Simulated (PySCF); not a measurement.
C5H11B.
Numbering: `[BH2:1][C@@H:2]1[CH2:3][CH2:4][C@@H:5]1[CH3:6]` (hydrogens: H7, H8 on B1; H9 on C2; H10, H11 on C3; H12, H13 on C4; H14 on C5; H15, H16, H17 on C6)

Cartesian coordinates in Å at the PBE0-D3(BJ)/def2-SVP level; atoms count from 1:
```xyz
17
C5H11B angstrom
B     -0.8773    1.6995    0.7289
C     -0.5898    0.3746   -0.0195
C     -1.1790   -0.9975    0.3973
C      0.1140   -1.6702   -0.1017
C      0.8123   -0.2909   -0.1526
C      1.7500   -0.0253    1.0104
H     -1.9760    1.9054    1.1981
H     -0.0474    2.5803    0.7962
H     -0.9685    0.6358   -1.0355
H     -1.3089   -1.0835    1.4870
H     -2.1223   -1.3039   -0.0784
H     -0.0071   -2.1123   -1.1023
H      0.5721   -2.4254    0.5565
H      1.3346   -0.0766   -1.0992
H      1.2520   -0.2165    1.9762
H      2.6362   -0.6777    0.9604
H      2.0994    1.0185    1.0164
```

Theory: TDDFT PBE0/def2-SVPD, vertical, gas phase, core orbitals frozen in the response (PySCF 2.14.0, density-fitted response routines).

Ground-to-excited transition dipoles (e·a0, same axes as the geometry; the sign carries no meaning), for the states with f of 0.002 or more among the lowest 6:

| state | E (eV) | μx | μy | μz |
| --- | --- | --- | --- | --- |
| S3 | 6.271 | 0.136 | -0.316 | -0.117 |
| S4 | 6.488 | 0.077 | -0.312 | -0.105 |
| S6 | 7.590 | 0.131 | 0.036 | 0.085 |

Work out the oscillator strengths.

f = (2/3) ΔE |μ|² with ΔE in hartree (27.2114 eV).

```tsv
state	|μ|² (au)	|μ| (D)	f
S3	0.132	0.92	0.020
S4	0.115	0.86	0.018
S6	0.026	0.41	0.005
```

Which bond between heavy atoms lies closest to the direction of the S3 transition dipole?

B1–C2, at 14° from it; next C3–C4 at 37°.

What angle do the transition dipoles of S3 and S4 make?

|cos θ| = |μa·μb| / (|μa| |μb|) = 0.99, so θ ≈ 9° (taken between 0 and 90°, since the signs are arbitrary).

What peak molar absorption coefficient would the strongest computed level give as a lone Gaussian band 0.4 eV wide at half height?

ε(max) = 2.175×10⁸ f / FWHM, with the width in cm⁻¹. S3: 2.175×10⁸ × 0.0203 / 3226 ≈ 1400 L mol⁻¹ cm⁻¹.

One conformer stands for the species.
